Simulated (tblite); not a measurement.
Species: C₅H₁₀FS (doublet state).
SMILES with atom numbers: `[CH3:1][CH2:2][S:3][CH2:4][CH:5][CH2:6][F:7]` (hydrogens: H8, H9, H10 on C1; H11, H12 on C2; H13, H14 on C4; H15 on C5; H16, H17 on C6)

Computed with GFN2-xTB (tblite), gas phase: L-BFGS steps from a force-field or distance-geometry start until the largest atomic force falls under 0.01 eV/Å.

Step 142: E = -644.9957 eV
```
atom  x, y, z in Å  |  force x, y, z in eV/Å
C1     -2.5484   -0.3989   -0.1969   -0.024   0.034   0.086
C2     -1.4926   -0.2608    0.8903   -0.066  -0.011  -0.040
S3     -0.1553   -1.4880    0.7103    0.004   0.025  -0.032
C4      0.9015   -0.6475   -0.6794   -0.009   0.034  -0.010
C5      2.1049   -0.1077   -0.1152   -0.010   0.068   0.052
C6      2.1351    1.1886    0.6141   -0.068  -0.053  -0.043
F7      0.9609    1.8916    0.4849    0.009   0.011  -0.034
H8     -3.0908   -1.3380   -0.0945    0.038   0.054   0.037
H9     -2.0945   -0.3836   -1.1858    0.027   0.044   0.007
H10    -3.2559    0.4301   -0.1325    0.050  -0.110   0.016
H11    -1.9080   -0.4397    1.8818   -0.057  -0.041  -0.037
H12    -1.0408    0.7290    0.8856    0.025  -0.012  -0.037
H13     1.0596   -1.4479   -1.3957    0.061   0.000   0.049
H14     0.2217    0.1056   -1.0689    0.014  -0.007   0.016
H15     2.9790   -0.7276    0.0095   -0.085   0.037  -0.011
H16     2.2928    1.0544    1.6964    0.005  -0.030  -0.003
H17     2.9237    1.8522    0.2324    0.085  -0.042  -0.017
```

Step 143: E = -644.9981 eV
```
atom  x, y, z in Å  |  force x, y, z in eV/Å
C1     -2.5541   -0.4174   -0.2018    0.039   0.000   0.008
C2     -1.5103   -0.2547    0.8885    0.026   0.003  -0.005
S3     -0.1582   -1.4702    0.7250   -0.005   0.040  -0.016
C4      0.8910   -0.6301   -0.6707    0.020   0.007  -0.011
C5      2.1050   -0.1012   -0.1179   -0.055  -0.039  -0.020
C6      2.1592    1.1856    0.6167    0.002  -0.015   0.012
F7      1.0015    1.9087    0.4954   -0.133   0.071  -0.030
H8     -3.0809   -1.3613   -0.0905   -0.004  -0.026   0.020
H9     -2.0917   -0.4052   -1.1873    0.007   0.037   0.006
H10    -3.2731    0.3968   -0.1510   -0.036   0.006   0.018
H11    -1.9331   -0.4298    1.8769   -0.034  -0.037  -0.009
H12    -1.0666    0.7399    0.8765    0.020  -0.026  -0.023
H13     1.0399   -1.4277   -1.3930    0.040   0.018   0.058
H14     0.2128    0.1297   -1.0476    0.000   0.005  -0.001
H15     2.9741   -0.7281   -0.0133   -0.019  -0.009  -0.001
H16     2.3202    1.0423    1.6978    0.010  -0.020   0.001
H17     2.9573    1.8347    0.2326    0.123  -0.015  -0.008
```

Q: Estimate the geometry and energy of step 144. (The exact step hangs on the optimiser's Hessian estimate; all steps are aligned on step 143, rigid shifts and turns removed.)

A: E = -644.9991 eV, largest force 0.128 eV/Å
```
atom  x, y, z in Å  |  force x, y, z in eV/Å
C1     -2.5528   -0.4190   -0.2027    0.000   0.012   0.018
C2     -1.5115   -0.2567    0.8898   -0.004   0.017   0.005
S3     -0.1566   -1.4645    0.7269    0.014  -0.020   0.007
C4      0.8896   -0.6270   -0.6691   -0.022   0.015  -0.022
C5      2.1043   -0.1011   -0.1196   -0.002  -0.009   0.017
C6      2.1611    1.1859    0.6147   -0.022  -0.025   0.017
F7      1.0056    1.9133    0.4868   -0.103   0.065  -0.029
H8     -3.0802   -1.3635   -0.0934    0.008  -0.008   0.016
H9     -2.0884   -0.4048   -1.1868    0.005   0.036  -0.001
H10    -3.2725    0.3959   -0.1510   -0.017  -0.021   0.010
H11    -1.9355   -0.4373    1.8770   -0.035  -0.026  -0.012
H12    -1.0711    0.7390    0.8812    0.023  -0.006  -0.018
H13     1.0351   -1.4251   -1.3891    0.048  -0.017   0.013
H14     0.2133    0.1342   -1.0456   -0.012   0.012  -0.005
H15     2.9715   -0.7303   -0.0140   -0.012  -0.010   0.000
H16     2.3162    1.0446    1.6969    0.004  -0.028   0.001
H17     2.9650    1.8285    0.2343    0.126   0.013  -0.018
```

The energy changes by -0.0011 eV. The first-order estimate −F·Δx gives -0.0015 eV and the mean of the old and new forces, exact on a quadratic surface, -0.0011 eV. The step makes an angle of 75° with the force vector and moves no atom by more than 0.011 Å.

The cost below is that of the whole relaxation. Time: 0.82 s of wall time. Hardware: one thread of an Intel Xeon 6975P-C, no GPU, on a shared host.
